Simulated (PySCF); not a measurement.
Positional isomers: butadiene methyl+boryl. Gas-phase values, no solvent. One relaxed conformer stands for each flexible species; it need not be the lowest. Strings in code marks are SMILES.

The S1–T1 gap (TDA) from two functionals at the same geometries (CAM-B3LYP-D3(BJ)/def2-TZVP), both in PySCF: PBE-D3(BJ)/def2-TZVP and TPSSh-D3(BJ)/def2-TZVP. Excitations are Tamm–Dancoff values on a coarser integration grid. The basis has no diffuse functions, so Rydberg states are missing or too high.

```
species         TPSSh-D3(BJ)/def2-TZVP (eV)
--------------  ---------------------------
`BC(=C)C(=C)C`                         1.30
`BC(/C=C\C)=C`                         1.17
`B/C(C)=C\C=C`                         1.97
`B/C=C(\C)C=C`                         2.19
```

### Question
What does PBE-D3(BJ)/def2-TZVP give for each?

### Answer

- `BC(=C)C(=C)C`: 0.99
- `BC(/C=C\C)=C`: 0.86
- `B/C(C)=C\C=C`: 1.78
- `B/C=C(\C)C=C`: 1.60
Over these rows, drawn at random from the members with no instability flagged (it was tested for open shells, ions and some series alone), PBE minus TPSSh-D3(BJ): mean -0.35 eV, from -0.60 eV to -0.19 eV.
